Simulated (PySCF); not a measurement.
C3H6BrF. Atoms are numbered in the order given.

```xyz
11

C     -2.3264    -0.1070     0.3488
C     -1.1788     0.1313     1.3260
C      0.0819     0.6830     0.6935
F     -0.1810     1.8378     0.0246
Br     0.9013    -0.6068    -0.5747
H     -2.0619    -0.8759    -0.3921
H     -3.2266    -0.4410     0.8859
H     -2.5725     0.8179    -0.1934
H     -1.4795     0.8716     2.0898
H     -0.9133    -0.7914     1.8657
H      0.8780     0.8730     1.4266
```

Geometry: B3LYP-D3(BJ)/def2-SVP. The structure was generated by enumeration; whether it is a known compound was not checked. One conformer was computed; it need not be the lowest.

All values below come from PBE0/pcSseg-1 (PySCF).

GIAO shieldings, no solvent; atoms listed in one row are averaged. δ = σ(ref) − σ: ¹³C against TMS (σ = 186.3 ppm); ¹⁹F against CFCl3 (σ = 167.2 ppm); ¹H against TMS (σ = 31.56 ppm), references at their B3LYP-D3(BJ)/def2-TZVP geometries, non-relativistic (without spin–orbit terms, shifts of atoms bonded to Cl or Br come out too high).

Computed chemical shifts:
| nucleus | atoms | count | δ (ppm) |
|---|---|---|---|
| ¹³C | C3 | 1 | 117.0 |
| ¹³C | C2 | 1 | 38.6 |
| ¹³C | C1 | 1 | 9.7 |
| ¹⁹F | F4 | 1 | -157.1 |
| ¹H | H11 | 1 | 7.06 |
| ¹H | H9 | 1 | 2.42 |
| ¹H | H10 | 1 | 1.92 |
| ¹H | H6, H7, H8 | 3 | 1.60 |
